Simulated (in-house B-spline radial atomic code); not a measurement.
F⁶⁺. Computed with a B-spline radial atomic code. Model: all-electron spherical atom, spin shells full or empty, radial basis limit, no spin-orbit coupling: exact exchange with a local potential (Slater, KLI or optimised effective potential, whose far tail is KLI's), no correlation.

Empty minority-spin level lies below the highest occupied level: each spin potential is zero at infinity, spin occupations fixed.

The run also made RPA and GW results, which its time includes.

The Slater potential averages the orbital exchange potentials with the orbital densities as weights, KLI adds orbital constants, and the optimised effective potential minimises the exact-exchange energy among local potentials. So their energies lie above Hartree-Fock in the order OEP, KLI, Slater. All fall off as −1/r, unlike LDA and GGA exchange.

Command:
```bash
python run_gw.py task.json out
```
Settings (nuclear radius in fm, other lengths in bohr, energies in hartree):
```
Z                      9
electrons              3
configuration          [He] 2s1
hamiltonian            x2c
method                 oep
lmax                   9
rms_radius             2.8976
spin_polarised         True
box_radius             9.29
intervals              101
ion_configuration      1s2
```

Time taken, with all properties: 4.6 s on 1 thread of Arm Neoverse N1, on a shared host.

Given: hamiltonian one-electron scalar X2C; mean-field start exchange-only OEP.

Computed: energy above Hartree-Fock 0.41632 millihartree.

```json
{"radius (bohr)": "0.00556", "r times exchange potential up (hartree bohr)": "-0.042632", "r times exchange potential down (hartree bohr)": "-0.048286"}
{"radius (bohr)": "0.00654", "r times exchange potential up (hartree bohr)": "-0.050108", "r times exchange potential down (hartree bohr)": "-0.056761"}
{"radius (bohr)": "0.00769", "r times exchange potential up (hartree bohr)": "-0.058861", "r times exchange potential down (hartree bohr)": "-0.066689"}
{"radius (bohr)": "0.00905", "r times exchange potential up (hartree bohr)": "-0.069176", "r times exchange potential down (hartree bohr)": "-0.078397"}
{"radius (bohr)": "0.0107", "r times exchange potential up (hartree bohr)": "-0.081634", "r times exchange potential down (hartree bohr)": "-0.092546"}
{"radius (bohr)": "0.0125", "r times exchange potential up (hartree bohr)": "-0.095137", "r times exchange potential down (hartree bohr)": "-0.10791"}
{"radius (bohr)": "0.0148", "r times exchange potential up (hartree bohr)": "-0.11226", "r times exchange potential down (hartree bohr)": "-0.1274"}
{"radius (bohr)": "0.0174", "r times exchange potential up (hartree bohr)": "-0.13139", "r times exchange potential down (hartree bohr)": "-0.14924"}
{"radius (bohr)": "0.0204", "r times exchange potential up (hartree bohr)": "-0.15315", "r times exchange potential down (hartree bohr)": "-0.17415"}
{"radius (bohr)": "0.024", "r times exchange potential up (hartree bohr)": "-0.17875", "r times exchange potential down (hartree bohr)": "-0.20357"}
{"radius (bohr)": "0.0283", "r times exchange potential up (hartree bohr)": "-0.20857", "r times exchange potential down (hartree bohr)": "-0.238"}
{"radius (bohr)": "0.0333", "r times exchange potential up (hartree bohr)": "-0.24204", "r times exchange potential down (hartree bohr)": "-0.27693"}
{"radius (bohr)": "0.0392", "r times exchange potential up (hartree bohr)": "-0.27984", "r times exchange potential down (hartree bohr)": "-0.32128"}
{"radius (bohr)": "0.0461", "r times exchange potential up (hartree bohr)": "-0.32152", "r times exchange potential down (hartree bohr)": "-0.37081"}
{"radius (bohr)": "0.0543", "r times exchange potential up (hartree bohr)": "?", "r times exchange potential down (hartree bohr)": "?"}
{"radius (bohr)": "0.0638", "r times exchange potential up (hartree bohr)": "-0.41569", "r times exchange potential down (hartree bohr)": "-0.48586"}
{"radius (bohr)": "0.0751", "r times exchange potential up (hartree bohr)": "-0.46623", "r times exchange potential down (hartree bohr)": "-0.55026"}
{"radius (bohr)": "0.0884", "r times exchange potential up (hartree bohr)": "-0.51674", "r times exchange potential down (hartree bohr)": "-0.61739"}
{"radius (bohr)": "0.104", "r times exchange potential up (hartree bohr)": "-0.56442", "r times exchange potential down (hartree bohr)": "-0.68504"}
{"radius (bohr)": "0.122", "r times exchange potential up (hartree bohr)": "-0.60607", "r times exchange potential down (hartree bohr)": "-0.7498"}
{"radius (bohr)": "0.144", "r times exchange potential up (hartree bohr)": "-0.64009", "r times exchange potential down (hartree bohr)": "-0.81246"}
{"radius (bohr)": "0.17", "r times exchange potential up (hartree bohr)": "-0.66117", "r times exchange potential down (hartree bohr)": "-0.8677"}
{"radius (bohr)": "0.2", "r times exchange potential up (hartree bohr)": "-0.66287", "r times exchange potential down (hartree bohr)": "-0.91234"}
{"radius (bohr)": "0.235", "r times exchange potential up (hartree bohr)": "-0.63529", "r times exchange potential down (hartree bohr)": "-0.9463"}
{"radius (bohr)": "0.276", "r times exchange potential up (hartree bohr)": "?", "r times exchange potential down (hartree bohr)": "?"}
{"radius (bohr)": "0.325", "r times exchange potential up (hartree bohr)": "-0.43675", "r times exchange potential down (hartree bohr)": "-0.98531"}
{"radius (bohr)": "0.383", "r times exchange potential up (hartree bohr)": "-0.43484", "r times exchange potential down (hartree bohr)": "-0.99376"}
{"radius (bohr)": "0.45", "r times exchange potential up (hartree bohr)": "-0.59784", "r times exchange potential down (hartree bohr)": "-0.99771"}
{"radius (bohr)": "0.53", "r times exchange potential up (hartree bohr)": "-0.73719", "r times exchange potential down (hartree bohr)": "-0.99932"}
{"radius (bohr)": "0.623", "r times exchange potential up (hartree bohr)": "-0.82181", "r times exchange potential down (hartree bohr)": "-0.99984"}
{"radius (bohr)": "0.734", "r times exchange potential up (hartree bohr)": "-0.88562", "r times exchange potential down (hartree bohr)": "-0.99997"}
{"radius (bohr)": "0.863", "r times exchange potential up (hartree bohr)": "-0.93434", "r times exchange potential down (hartree bohr)": "-1"}
{"radius (bohr)": "1.02", "r times exchange potential up (hartree bohr)": "-0.96858", "r times exchange potential down (hartree bohr)": "-1"}
{"radius (bohr)": "1.2", "r times exchange potential up (hartree bohr)": "-0.98746", "r times exchange potential down (hartree bohr)": "-1"}
{"radius (bohr)": "1.41", "r times exchange potential up (hartree bohr)": "-0.99593", "r times exchange potential down (hartree bohr)": "-1"}
{"radius (bohr)": "1.66", "r times exchange potential up (hartree bohr)": "-0.99906", "r times exchange potential down (hartree bohr)": "-1"}
{"radius (bohr)": "1.95", "r times exchange potential up (hartree bohr)": "-0.99979", "r times exchange potential down (hartree bohr)": "-1"}
```

**Question.** What belongs in the row 0.0543?

**Answer.** r times exchange potential up (hartree bohr): -0.36744; r times exchange potential down (hartree bohr): -0.42627.

**Question.** What belongs in the row 0.276?

**Answer.** r times exchange potential up (hartree bohr): -0.55734; r times exchange potential down (hartree bohr): -0.97009.

```csv
occupied,level (hartree),Hartree-Fock level (hartree)
1s up,-32.223,-33.609
1s down,-33.454,-33.454
2s up,-6.8014,-6.8014
```

| empty | level (hartree) |
| --- | --- |
| 2s down | -7.1272 |
| 2p down | ? |
| 2p up | -6.2541 |
| 3s down | -2.9856 |
| 3s up | -2.9109 |
| 3p down | ? |
| 3d down | -2.7661 |
| 3p up | -2.7649 |
| 3d up | -2.7242 |

**Question.** What belongs in the row 2p down?

**Answer.** level (hartree): -6.7866.

**Question.** What belongs in the row 3p down?

**Answer.** level (hartree): -2.8779.

The highest level, 2s up, differs from Hartree-Fock by -0.0015 eV and the deepest, 1s down, by -0.000291 eV: a local potential can match the highest level but can't give each shell its own exchange.
